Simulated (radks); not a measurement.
Species: Mn. Configuration: [Ar] 3d2.5 4s2 4p2.5 (fractional occupations, a model configuration). All-electron calculation, scalar-relativistic Kohn-Sham, PBE, spin-unpolarised, spherical densities, point nucleus. Program: a radial shooting solver on a logarithmic mesh with Libxc functionals. Some entries of the table are withheld. Estimate them.

orbital,occ.,eigenvalue (hartree),r(max) (bohr),<1/r> (bohr^-1)
1s,2,-237.0485,(1),(2)
2s,2,-28.20032,0.2325,5.304
2p,6,-24.01161,0.1885,5.200
3s,2,-3.87171,0.7287,1.702
3p,6,-2.69921,0.7401,1.578
3d,2.5,-0.87119,0.7148,(3)
4s,2,-0.36726,2.157,0.5233
4p,2.5,-0.15796,2.571,(4)

Answer. 
(1) 1s r(max) (bohr): 0.03987
(2) 1s <1/r> (bohr^-1): 24.93
(3) 3d <1/r> (bohr^-1): 1.302
(4) 4p <1/r> (bohr^-1): 0.4149
